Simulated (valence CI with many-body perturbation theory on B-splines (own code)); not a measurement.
Xe IV: what the settings do

Calculated by relativistic CI+MBPT: five valence electrons over a frozen Dirac-Fock core [Kr] 4d10, radial functions for each j: 6 s, 6 p, 5 d, 3 f, 1 g, with the one-electron correlation potential Σ1 (screened to all orders), the two-electron term Σ2, the three-electron term Σ3, Breit, model QED; selected single and double excitations, second order for the rest, scaled by the run's own slope (own B-spline code, finite nucleus).

Set against measurement, 21 paired levels are off by 142 cm⁻¹ on average, the worst by 354. These come from a selection out of Saloman, J. Phys. Chem. Ref. Data 33, 765 (2004). Levels without a partner in it may be off by more. Among the levels kept, up to 1200 cm⁻¹ of a level comes from second order outside the variational space, and about a tenth of that is noise between levels of different J, which matters for small intervals. 1 measured level below the end of the list, from 133027 cm⁻¹ on, found no clear computed partner.

The reference run has the lowest level 5s2 5p3 4S°_3/2 and an ionisation energy of 42.3360 eV. Its largest variational space holds 10000 state functions.

Names give the largest LS component (configuration and term), which can be under half, so a name can repeat, a term be missing and a line seem to break the LS rules; names also repeat where a configuration has a term twice. Letters in brackets count levels of one name in rising energy.

Changed runs:
A. scale of Σ2 1 → 1.2
B. hole-hole ladder in Σ2 on → off
C. correlating orbitals by l 3 3 3 2 1 → 2 3 3 4 0
D. start configuration 5s2 5p3 → 5s5 (bad on purpose)

Excitation energies of the reference run in cm⁻¹, and shifts in cm⁻¹:

| Level | Reference | A | B | C |
| --- | --- | --- | --- | --- |
| 5s2 5p3 2D°_3/2 | 13440 | -74 | +8.9 | +225 |
| 5s2 5p3 2D°_5/2 | 17693 | -72 | +7.9 | +227 |
| 5s2 5p3 2P°_1/2 | 28292 | -117 | +16 | +374 |
| 5s2 5p3 2P°_3/2 | 35839 | -69 | +11 | +316 |
| 5s 5p4 4P_5/2 | 99336 | +408 | -33 | +8.4 |
| 5s 5p4 4P_3/2 | 106569 | +433 | -36 | -9.4 |
| 5s 5p4 4P_1/2 | 108915 | +422 | -35 | +7.5 |
| 5s 5p4 2D_3/2 | 121839 | +97 | -18 | +139 |
| 5s 5p4 2D_5/2 | 125364 | +154 | -19 | +152 |
| 5s2 5p2 5d 4F_3/2 [a] | 133076 | -87 | -16 | +146 |
| 5s2 5p2 5d 4F_3/2 [b] | 135008 | -114 | -17 | +86 |
| 5s2 5p2 5d 4F_5/2 | 136567 | -119 | -18 | +145 |
| Ionisation energy (eV) | 42.3360 | -0.0782 | -0.0043 | -0.0402 |

Run D: It gave no result: a shell was given more electrons than it holds. The program said: "a valence shell holds more than 4l+2 electrons".
